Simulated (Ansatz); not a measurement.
Start from `O[SiH]([SiH3])[SiH3]` and change one atom or group to get `B[SiH]([SiH3])[SiH3]`.

Ansatz, PBE0-D4/def2-TZVP geometries, multiplicity 1. Each molecule was computed in one conformer, which needn't be the lowest.

```tsv
property	`O[SiH]([SiH3])[SiH3]`
LUMO energy (PBE/def2-TZVPP) / eV	-1.63
HOMO energy (B3LYP/def2-TZVPP) / eV	-7.43
zero-point energy (PBE0-D4/def2-TZVP) / kJ/mol	189.8
size of the dipole moment (B3LYP/def2-TZVPP) / D	1.20
size of the dipole moment (ωB97M-V/def2-TZVPP) / D	1.20
HOMO–LUMO gap (ωB97M-V/def2-TZVPP) / eV	10.54
```

(1) What does the change do to each property? (Estimate.)

Answers

(1) Ansatz gave: 
```json
{"property": "LUMO energy (PBE/def2-TZVPP) / eV", "`B[SiH]([SiH3])[SiH3]`": "-3.45", "shift": "-1.82"}
{"property": "HOMO energy (B3LYP/def2-TZVPP) / eV", "`B[SiH]([SiH3])[SiH3]`": "-7.82", "shift": "-0.39"}
{"property": "zero-point energy (PBE0-D4/def2-TZVP) / kJ/mol", "`B[SiH]([SiH3])[SiH3]`": "206.3", "shift": "16.5"}
{"property": "size of the dipole moment (B3LYP/def2-TZVPP) / D", "`B[SiH]([SiH3])[SiH3]`": "0.18", "shift": "-1.02"}
{"property": "size of the dipole moment (ωB97M-V/def2-TZVPP) / D", "`B[SiH]([SiH3])[SiH3]`": "0.26", "shift": "-0.94"}
{"property": "HOMO–LUMO gap (ωB97M-V/def2-TZVPP) / eV", "`B[SiH]([SiH3])[SiH3]`": "9.32", "shift": "-1.22"}
```

With PBE0 the HOMO falls by 0.39 eV and the LUMO falls by 1.74 eV, so the gap narrows by about 1.35 eV. PBE moves the HOMO by -0.39 eV and ωB97M-V by -0.38 eV. The zero-point energy changes by 16.5 kJ/mol with +3 modes. Dipoles are sizes alone; their direction can turn.

Positive LUMOs are unbound, so they and the gaps depend on the basis.

B3LYP here is the variant with VWN-RPA as its local correlation; programs differ in this.
